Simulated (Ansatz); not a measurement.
One change: `O[SiH](O)O[SiH](O)F` becomes `C[Si@H](O)O[Si@@H](O)F`.

Ansatz, PBE0-D4/def2-TZVP geometries, multiplicity 1. Each molecule was computed in one conformer, which needn't be the lowest.

| property | `O[SiH](O)O[SiH](O)F` |
| --- | --- |
| HOMO–LUMO gap (PBE/def2-TZVPP) / eV | 7.41 |
| HOMO energy (PBE0/def2-TZVPP) / eV | -9.34 |
| size of the dipole moment (ωB97M-V/def2-TZVPP) / D | 0.68 |
| size of the dipole moment (PBE/def2-TZVPP) / D | 0.64 |
| HOMO energy (PBE/def2-TZVPP) / eV | -7.71 |
| HOMO energy (ωB97M-V/def2-TZVPP) / eV | -11.72 |

**Question.** Give the same properties after the change, and the shifts. (Estimate.)

**Answer.** The calculation gave: 
| property | `C[Si@H](O)O[Si@@H](O)F` | shift |
| --- | --- | --- |
| HOMO–LUMO gap (PBE/def2-TZVPP) / eV | 6.83 | -0.58 |
| HOMO energy (PBE0/def2-TZVPP) / eV | -8.86 | 0.48 |
| size of the dipole moment (ωB97M-V/def2-TZVPP) / D | 2.83 | 2.15 |
| size of the dipole moment (PBE/def2-TZVPP) / D | 2.79 | 2.15 |
| HOMO energy (PBE/def2-TZVPP) / eV | -7.38 | 0.33 |
| HOMO energy (ωB97M-V/def2-TZVPP) / eV | -11.16 | 0.56 |

With PBE0 the HOMO rises by 0.48 eV and the LUMO falls by 0.26 eV, so the gap narrows by about 0.74 eV. PBE moves the HOMO by 0.33 eV and ωB97M-V by 0.56 eV. Dipoles are sizes alone; their direction can turn.
